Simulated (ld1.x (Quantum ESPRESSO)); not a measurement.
Configuration tests for Be (TM)

beryllium (Be), norm-conserving Troullier–Martins (Kleinman–Bylander form), made with ld1.x (Quantum ESPRESSO) 7.5 (LDA (PZ), non-relativistic). Core none, reference 1s2 2s1.75 2p0.25. Waves: 1s (bound): rc 0.50 bohr; 2p (bound): rc 4.20 bohr. Local part: all-electron potential smoothed inside 0.95 bohr (lloc = -1). Core correction: none.

Occupied shells without a wave of their own: 2s. They enter only through the test configuration that unscreens the potential.

Energies are relative to the spin-unpolarised reference configuration 1s2 2s1.75 2p0.25; without spin polarisation the order of configurations can differ from experiment. Spin-polarised rows fill each open shell by Hund’s rule, majority spin first.

```tsv
valence configuration	charge	ΔE all-electron (eV)	error AE − PS (meV)
1s2 2s2 2p0	0	-0.876	-22
1s2 2s1 2p0	+1	8.642	+110
1s2 2s1.5 2p0	+0.5	2.875	+33
1s1 2s2 2p0	+1	125.824	+137
1s2 2s1 2p1	0	2.641	+49
1s2 2s0 2p2	0	6.191	+77
1s2 2s1.75 2p0.25 (spin-polarised)	0	-0.054	+0.7
1s2 2s1 2p0 (spin-polarised)	+1	8.167	+105
```

Question: What are ΔE and the potential's error for 1s2 2s0 2p0?

Answer: ΔE = 26.418 eV all-electron; the error (AE − PS) is +338 meV.

Levels in the configuration 1s2 2s0 2p0:

| level | all-electron (eV) | pseudo (eV) |
| --- | --- | --- |
| 1s | -130.772 | -130.296 |

The 2s level has no wave, so the channel is fitted at the deeper level alone: the likely source of the large errors.
